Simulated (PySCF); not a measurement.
Record of a relaxation.

C7H15B.
Bonds: C1–C2 (double), C2–C3, C3–B4, B4–C5, B4–C6, C6–C7, C7–C8. Hydrogens: H9, H10 on C1; H11 on C2; H12, H13 on C3; H14, H15, H16 on C5; H17, H18 on C6; H19, H20 on C7; H21, H22, H23 on C8.

Computed by this run: PBE0-D3(BJ)/def2-SVP geometry optimisation, gas phase (PySCF 2.14.0); density fitting, grid level 1; the optimiser is geomeTRIC in internal coordinates, started from a GFN2-xTB structure with every atom displaced at random (about 0.01 Å). 4 of its 7 geometries are shown. The frame can shift and turn from step to step; on so coarse a grid that alone can change the energy by a few meV, and forces under 0.02 eV/Å are noise.

Step 0: E = -8164.2430 eV, largest atomic force 3.016 eV/Å
```
atom  x, y, z in Å  |  force x, y, z in eV/Å
C1     -2.875    1.710    0.055   -1.250   2.612   0.843
C2     -2.353    0.751   -0.646    0.682  -1.879  -0.294
C3     -2.020   -0.593   -0.110    1.534   0.742   0.354
B4     -0.416   -0.890    0.075   -1.615  -0.124   0.001
C5     -0.002   -2.368    0.420   -0.580   0.680   0.969
C6      0.592    0.281   -0.105    1.205  -0.509   0.687
C7      2.076   -0.035    0.184   -0.702   1.400   0.056
C8      2.977    1.182   -0.069   -0.965  -0.846   0.181
H9     -3.114    2.703   -0.364    0.187  -0.280  -0.047
H10    -3.157    1.614    1.101    0.026  -0.271   0.315
H11    -2.110    0.907   -1.678    0.172   0.276  -0.926
H12    -2.437   -1.355   -0.739   -0.389  -0.946  -0.613
H13    -2.503   -0.705    0.868    0.003  -0.245   0.366
H14    -0.839   -3.032    0.664   -0.139  -0.073  -0.129
H15     0.688   -2.394    1.271    0.257   0.038   0.165
H16     0.546   -2.775   -0.403    0.643  -0.552  -1.001
H17     0.291    1.137    0.515   -0.330   0.178   0.085
H18     0.508    0.656   -1.124   -0.209   0.237  -0.615
H19     2.173   -0.358    1.226    0.106  -0.174   0.227
H20     2.372   -0.851   -0.445    0.452  -0.878  -0.511
H21     2.655    2.005    0.571    0.076   0.359   0.139
H22     2.888    1.486   -1.107   -0.033   0.305  -0.500
H23     4.010    0.946    0.116    0.868  -0.051   0.250
```

Step 2: E = -8164.5026 eV, largest atomic force 0.087 eV/Å
```
atom  x, y, z in Å  |  force x, y, z in eV/Å
C1     -2.664    1.750   -0.099    0.009  -0.038  -0.013
C2     -2.132    0.745   -0.801   -0.036   0.065  -0.001
C3     -1.802   -0.610   -0.276   -0.049   0.009  -0.017
B4     -0.275   -0.963   -0.038   -0.004  -0.027  -0.002
C5      0.090   -2.438    0.359    0.082  -0.028  -0.007
C6      0.825    0.147   -0.210   -0.038  -0.002  -0.019
C7      2.285   -0.191    0.066    0.006  -0.036  -0.021
C8      3.235    0.971   -0.180    0.002  -0.001  -0.009
H9     -2.854    2.728   -0.548    0.011  -0.008   0.005
H10    -2.932    1.624    0.956   -0.013   0.016   0.003
H11    -1.885    0.930   -1.856    0.010  -0.016   0.010
H12    -2.222   -1.403   -0.927    0.017   0.028   0.010
H13    -2.293   -0.778    0.704    0.019   0.004  -0.003
H14    -0.766   -3.098    0.563   -0.002   0.017  -0.002
H15     0.785   -2.471    1.215    0.001  -0.005   0.004
H16     0.661   -2.878   -0.483   -0.012   0.001   0.018
H17     0.499    1.015    0.398   -0.001  -0.004  -0.002
H18     0.710    0.535   -1.244    0.007  -0.001   0.011
H19     2.392   -0.540    1.108   -0.003   0.011   0.002
H20     2.588   -1.051   -0.559   -0.004   0.023   0.017
H21     2.975    1.837    0.450    0.005  -0.001   0.006
H22     3.186    1.307   -1.229   -0.001   0.002   0.004
H23     4.282    0.703    0.033   -0.007  -0.006   0.007
```

Step 4: E = -8164.5037 eV, largest atomic force 0.032 eV/Å
```
atom  x, y, z in Å  |  force x, y, z in eV/Å
C1     -2.667    1.751   -0.097   -0.009   0.017  -0.015
C2     -2.133    0.750   -0.800    0.003  -0.013   0.029
C3     -1.806   -0.608   -0.277    0.010  -0.010  -0.002
B4     -0.277   -0.965   -0.043   -0.007   0.000  -0.001
C5      0.102   -2.438    0.358   -0.003   0.004  -0.001
C6      0.820    0.146   -0.219    0.006   0.003  -0.005
C7      2.278   -0.193    0.064   -0.003   0.007   0.004
C8      3.234    0.966   -0.176   -0.005   0.002   0.000
H9     -2.848    2.732   -0.546   -0.004   0.004   0.003
H10    -2.945    1.627    0.955    0.003  -0.001  -0.004
H11    -1.878    0.935   -1.852    0.007   0.004   0.002
H12    -2.228   -1.397   -0.929   -0.005  -0.010  -0.007
H13    -2.293   -0.777    0.705    0.002   0.003   0.001
H14    -0.751   -3.100    0.570   -0.001   0.001   0.001
H15     0.799   -2.461    1.212   -0.003   0.002   0.001
H16     0.670   -2.879   -0.483    0.003  -0.004  -0.004
H17     0.492    1.016    0.386   -0.002   0.001   0.001
H18     0.708    0.532   -1.254    0.003  -0.001  -0.004
H19     2.379   -0.538    1.108   -0.001   0.000   0.003
H20     2.585   -1.054   -0.555    0.003  -0.007  -0.005
H21     2.974    1.833    0.453    0.001  -0.001   0.002
H22     3.195    1.303   -1.225    0.000   0.001   0.000
H23     4.277    0.692    0.047    0.004  -0.001   0.000
```

Step 6: E = -8164.5039 eV, largest atomic force under 0.02 eV/Å
```
atom  x, y, z in Å  |  force x, y, z in eV/Å
C1     -2.673    1.752   -0.098   -0.004  -0.004   0.000
C2     -2.131    0.751   -0.797    0.000   0.002  -0.005
C3     -1.805   -0.607   -0.277    0.000   0.005   0.004
B4     -0.276   -0.965   -0.045   -0.001  -0.002  -0.003
C5      0.100   -2.437    0.357    0.004  -0.001  -0.006
C6      0.822    0.146   -0.223   -0.003   0.000  -0.003
C7      2.279   -0.193    0.065    0.002  -0.003   0.002
C8      3.236    0.965   -0.174    0.002   0.000   0.002
H9     -2.853    2.732   -0.547    0.001   0.002  -0.003
H10    -2.958    1.626    0.952   -0.001  -0.002   0.001
H11    -1.869    0.939   -1.847    0.003   0.003   0.003
H12    -2.227   -1.395   -0.931   -0.001   0.003   0.003
H13    -2.291   -0.778    0.705    0.001  -0.001  -0.001
H14    -0.754   -3.096    0.571   -0.001  -0.001   0.000
H15     0.797   -2.461    1.212    0.001  -0.001   0.002
H16     0.667   -2.882   -0.483   -0.001   0.001   0.004
H17     0.493    1.017    0.380   -0.001   0.001  -0.002
H18     0.714    0.529   -1.259    0.000  -0.003   0.001
H19     2.376   -0.536    1.110   -0.001  -0.001  -0.002
H20     2.587   -1.055   -0.553    0.000   0.002   0.002
H21     2.976    1.832    0.455    0.000   0.000   0.000
H22     3.199    1.302   -1.223    0.000   0.001   0.001
H23     4.278    0.691    0.051   -0.002   0.001  -0.002
```

**Question.** Summarise the path.

**Answer.** The energy falls by 25.17 kJ/mol from step 0 to step 6; nine tenths of that is first reached at step 1. It falls at every step. The largest force goes from 3.016 to under 0.02 eV/Å. Among the bonds C3–B4 changes most, from 1.642 to 1.587 Å; the atoms move by 0.048 Å rms after alignment.

The cost below is that of the whole optimisation. The run took 1.9 min of wall time on one thread, Arm Neoverse V2 (aarch64), on a shared host, and the process peaked at 0.86 GiB of memory.
